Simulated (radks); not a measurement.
K III, 17 electrons, occupied as [Ne] 3s1.5 3p5.5 (fractional occupations, a model configuration).

Method: Dirac Kohn-Sham, B86b exchange with PBE correlation, spin-unpolarised, spherical densities, finite nucleus; open shells fill j = l - 1/2 first; Fermi nuclear charge, rms radius 3.4349 fm; computed with a radial shooting solver on a logarithmic mesh with Libxc functionals.

Energy parts (hartree):
total: -600.63998
kinetic: 604.84504
electron-nucleus: -1416.16761
Hartree: 243.59542
exchange-correlation: -32.91284

Orbitals (lengths in bohr, moments of r in powers of bohr; <r^-3> diverges for s and p1/2; r(90%) holds 90 % of the orbital's charge):
orbital  occ.  eigenvalue (hartree)  r(90%)  <r^-3>      <r^4>     <r^2>  small-component weight
1s1/2       2             -130.3645   0.145       -  0.0002012  0.008833                4.60e-03
2s1/2       2             -13.86807   0.604       -    0.05639    0.1778                7.57e-04
2p1/2       2             -11.24708   0.576       -    0.04773    0.1507                7.35e-04
2p3/2       4             -11.14058   0.580   153.1    0.04889    0.1527                7.29e-04
3s1/2     1.5              -2.08138    1.84       -      4.913     1.747                1.44e-04
3p1/2       2              -1.45891    2.07       -      7.768     2.125                1.21e-04
3p3/2     3.5              -1.44790    2.08   15.94      7.924     2.146                1.20e-04
3d3/2       0              -0.57334    3.07  0.9344      37.89     4.224                6.25e-05
3d5/2       0              -0.57270    3.07  0.9283      38.05     4.234                6.23e-05
4s1/2       0              -0.51220    4.86       -      239.4     12.70                2.88e-05

The highest occupied level is 3p3/2 at -39.399 eV. Summed over all electrons, <r^2> = 15.67 bohr^2, which gives a Langevin (diamagnetic) susceptibility term of -12.4 x 10^-6 cm^3/mol. The density falls to 0.001 e/bohr^3 at r = 3.10 bohr. The electron density at the nucleus is 5185 e/bohr^3.
